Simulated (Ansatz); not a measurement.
Molecule: C₂H₁₁Si₃, charge -1, multiplicity 1. It need not be the lowest isomer of its formula. Whether it binds its extra electron was not tested at this geometry. 
Structure (B3LYP-D3(BJ)/def2-TZVP (Ansatz, a program for electronic structure) minimum search):
```xyz
16

C     -0.9546    -1.2213     1.4311
Si    -0.2955    -0.1841    -0.0383
C     -0.7059    -1.2407    -1.5839
Si    -0.9980     2.0674     0.0638
Si     2.0506    -0.4012     0.1571
H     -2.0485    -1.2345     1.4029
H     -0.6567    -0.7752     2.3825
H     -0.6020    -2.2567     1.4083
H     -0.2805    -0.7843    -2.4803
H     -0.3377    -2.2696    -1.5090
H     -1.7912    -1.2709    -1.7168
H     -0.4831     2.3506    -1.3537
H     -2.4085     1.6544    -0.3950
H      2.5466    -1.8194     0.1113
H      2.8174     0.2885    -0.9259
H      2.6063     0.1413     1.4348
```
Charge -1, spin multiplicity 1.

Basis-set convergence of Hartree-Fock and CCSD correlation energies (hartree) with Ansatz. Cores are frozen in the correlated levels unless marked. No spin-orbit coupling. No relativistic terms.

| basis | functions | E(HF) | E(corr, CCSD) |
|---|---|---|---|
| aug-cc-pV(D+d)Z | 241 | -948.95730 | -0.74266 |
| aug-cc-pV(T+d)Z | 510 | … | … |

Q: What belongs in the gaps?

A: 
- aug-cc-pV(T+d)Z, E(HF): -949.01097
- aug-cc-pV(T+d)Z, E(corr, CCSD): -0.85618
